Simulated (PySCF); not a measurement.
C2H9F3GeSi2.
Z-matrix (Å and degrees, PBE0-D3(BJ)/def2-SVP geometry), rows numbered from 1:
```
F 
C   1  1.3394
F   2  1.3367  1  107.16
F   2  1.3420  1  107.06  3   114.48
C   2  1.5012  1  111.81  3  -123.25
Si  5  1.9065  2  115.37  1   -53.80
Si  6  2.3419  5  112.73  2   -52.25
Ge  7  2.3841  6  109.31  5  -170.51
H   5  1.1004  2  107.79  1  -176.36
H   5  1.1009  2  108.03  1    67.78
H   6  1.4958  5  106.49  2  -172.45
H   6  1.4939  5  109.59  2    70.65
H   7  1.4944  6  110.38  5    68.95
H   7  1.4968  6  109.42  5   -50.92
H   8  1.5407  7  110.28  6    61.47
H   8  1.5408  7  110.31  6   -57.95
H   8  1.5402  7  110.99  6  -178.20
```

Linear response at B3LYP/def2-SVPD (PySCF, frozen core in the response, non-relativistic). Relativistic effects, spin–orbit coupling among them, are left out although an element past zinc is present.

Static isotropic polarisability: 122.41 au (18.14 Å³), principal values 100.8, 111.9, 154.5 au.

Question: What is the polarisability at 1064 nm and at the sodium D line?

Answer: 123.85 au at 1064 nm (+1.2 %), 127.31 au at 589.3 nm (+4.0 %). The rise at 589.3 nm is 3.39 times that at 1064 nm; a pure ω² law gives 3.26. The lowest singlet lies at 190 nm, shorter than both wavelengths.

Question: What is the isotropic C6 coefficient between two such molecules, C6 = (3/π)∫α(iω)² dω?

Answer: 5129 au (Eh·bohr⁶) by a ten-point quadrature over imaginary frequencies, which is 3060 eV·Å⁶ or 296 J·nm⁶/mol.

Question: Which effective excitation energy ω̄ makes London's formula C6 = (3/4)α²ω̄ exact here?

Answer: ω̄ = 4·C6/(3α²) = 0.456 Eh = 12.4 eV. A one-pole form α(ω) = α/(1 − ω²/ω̄²) fitted to the 1064 nm value gives 10.8 eV. London's choice of the ionisation energy (9.74 eV, ΔSCF at the same level) gives C6 = 4020 au, 22 % too low.

Question: How many electrons N does the Slater–Kirkwood formula C6 = (3/4)·√N·α^(3/2) need to give this C6?

Answer: N = (4·C6/3)²/α³ = 25.5; the species has 108 electrons in all.

Question: What molar refraction at the D line follows from R = (4π/3)·N_A·α′, with α′ the polarisability volume?

Answer: α′ = 18.87 Å³ gives R = 47.59 cm³/mol, for isolated, non-vibrating species.

Question: What three-body coefficient follows from the one-pole estimate C9 = (3/4)·α·C6?

Answer: 471000 au. This is an estimate from the two numbers above, not a computed integral.

Question: The lowest 10 singlets have (eV, f): 6.51, 0.206; 6.73, 0.006; 6.91, 0.015; 7.00, 0.020; 7.16, 0.071; 7.19, 0.256; 7.39, 0.002; 7.58, 0.071; 7.62, 0.073; 7.65, 0.022. What share of the static polarisability do they carry in the sum over states α = Σ f/ω²?

Answer: 11.07 au, 9.0 % of α; the largest term, 3.67 au, is that of the state at 7.19 eV. Their oscillator strengths add up to 0.74. Higher states carry the rest.

Question: What n − 1 at the D line would an ideal gas of it have at 273.15 K and 1 atm (2.6868 × 10¹⁹ cm⁻³), by n − 1 = 2π·N·α′?

Answer: 31.85 × 10⁻⁴, a formal value whether or not that pressure can be reached.

Question: How anisotropic is the static polarisability, by Δα² = ½[(α1 − α2)² + (α2 − α3)² + (α3 − α1)²]?

Answer: Δα = 49.1 au, or 0.40 of the isotropic value.

One conformer stands for the species.
